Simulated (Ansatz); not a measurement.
Relaxation of AlClH₂NO (6 atoms, charge -1, multiplicity 1), to a largest force component of 0.015 eV/Å in at most 40 steps.

The calculation used RKS PBE0/def2-SVP in Ansatz 0.2.0.

```xyz
6
Properties=species:S:1:pos:R:3:forces:R:3
N -0.161 0.966 -0.067 0.27 -0.18 0.32
Al 0.293 -0.773 0.279 -0.90 1.35 -0.96
O 1.215 -1.490 1.360 1.06 -0.64 1.27
Cl -0.814 -1.775 -1.259 -0.45 -0.49 -0.64
H 0.209 1.725 0.488 0.09 0.15 0.13
H -0.742 1.347 -0.801 -0.07 -0.19 -0.11
```

Where does it end, and by what steps?

The run converged. Limits of this set-up: an anion without diffuse functions, the dipole of an ion depends on the origin. After 6 steps the energy has fallen by 0.087 eV; Cl4 moved furthest, 0.08 Å.

```tsv
step	energy less start (eV)	largest force component (eV/Å)	accepted
0	0.0000	1.351	yes
1	-0.0707	0.601	yes
2	-0.0856	0.066	yes
3	-0.0861	0.044	yes
4	-0.0866	0.043	yes
5	-0.0867	0.020	yes
6	-0.0867	0.004	yes
```

```xyz
6
Properties=species:S:1:pos:R:3
N -0.142 0.972 -0.041
Al 0.280 -0.760 0.267
O 1.233 -1.460 1.391
Cl -0.855 -1.799 -1.321
H 0.221 1.751 0.496
H -0.738 1.295 -0.792
```

Time of the run: 80 s on 1 CPU thread of a shared host.
